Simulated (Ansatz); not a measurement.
One change: `[F][Y]([Cl])[Cl]` becomes `[F][Sc]([Cl])[Cl]`.

Ansatz, PBE0-D4/def2-TZVP geometries, multiplicity 1. 

Elements past krypton have def2 core potentials. Scalar relativity is left out up to krypton.

```tsv
property	`[F][Y]([Cl])[Cl]`
size of the dipole moment (PBE/def2-TZVPP) / D	0.57
HOMO energy (B3LYP/def2-TZVPP) / eV	-8.78
HOMO–LUMO gap (PBE0/def2-TZVPP) / eV	6.34
size of the dipole moment (B3LYP/def2-TZVPP) / D	0.51
HOMO energy (ωB97M-V/def2-TZVPP) / eV	-11.33
LUMO energy (ωB97M-V/def2-TZVPP) / eV	-1.27
```

(1) Give the same properties after the change, and the shifts. (An estimate is asked.)

## Answers

(1) The calculation gave: 
| property | `[F][Sc]([Cl])[Cl]` | shift |
| --- | --- | --- |
| size of the dipole moment (PBE/def2-TZVPP) / D | 0.39 | -0.18 |
| HOMO energy (B3LYP/def2-TZVPP) / eV | -9.04 | -0.26 |
| HOMO–LUMO gap (PBE0/def2-TZVPP) / eV | 6.24 | -0.10 |
| size of the dipole moment (B3LYP/def2-TZVPP) / D | 0.33 | -0.18 |
| HOMO energy (ωB97M-V/def2-TZVPP) / eV | -11.57 | -0.24 |
| LUMO energy (ωB97M-V/def2-TZVPP) / eV | -1.31 | -0.04 |

With PBE0 the HOMO falls by 0.25 eV and the LUMO falls by 0.35 eV, so the gap narrows by about 0.10 eV. PBE moves the HOMO by -0.24 eV and ωB97M-V by -0.24 eV. Dipoles are sizes alone; their direction can turn.

B3LYP here is the variant with VWN-RPA as its local correlation; programs differ in this.
